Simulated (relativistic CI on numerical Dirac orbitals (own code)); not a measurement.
# Spin-orbit doublets in the photoemission of hafnium

Problem. Photoelectron lines from p, d and f shells are doublets, and peak fits need their splitting and area ratio. Find both for the 4f line of hafnium, from the calculated spin-orbit constant ζ(4f) = 0.474 eV of the closed-shell ion Hf⁴⁺ with one hole. Is the doublet resolved if instrument, lifetime and solid give each line a width of 1.0 eV (assumed)?

Working.
1. One hole with l = 3 gives j = 7/2 and j = 5/2. For a hole the level of higher j has the lower binding energy.
2. The splitting is (l + ½)ζ = 3.5 × 0.474 = 1.659 eV.
3. The areas follow 2j + 1: 8 : 6, so the weaker line has 0.750 of the stronger one's area, if the radial matrix elements are equal.
4. Splitting over width is 1.66: two separate peaks.

Check. The difference of tabulated binding energies of the element (N6 less N7; Elam, Ravel and Sieber, Radiat. Phys. Chem. 63, 121 (2002), rounded to 0.1 eV or more) is 1.7 eV.

All doublets of Hf⁴⁺, calculated as differences of Dirac-Coulomb-Breit total energies with one hole (eV):

```csv
Shell,Calculated,Without Breit and QED,"Tabulated, element"
2p,1179,1192,1178.0
3p,256.2,258.9,258.0
3d,54.65,55.68,54.0
4p,58.5,59.16,57.5
4d,10.7,10.92,8.5 †
4f,1.666,1.746,1.7
5p,8.354,8.459,8.1
```

The Breit and QED terms lower the splittings by 1.0 to 4.6 %. † marks rows where calculation and table differ by more than 10 %: outer shells contract in the ion, shallow p and d holes are shifted by correlation that this model lacks, and small tabulated differences suffer from rounding or from errors of the compilation.
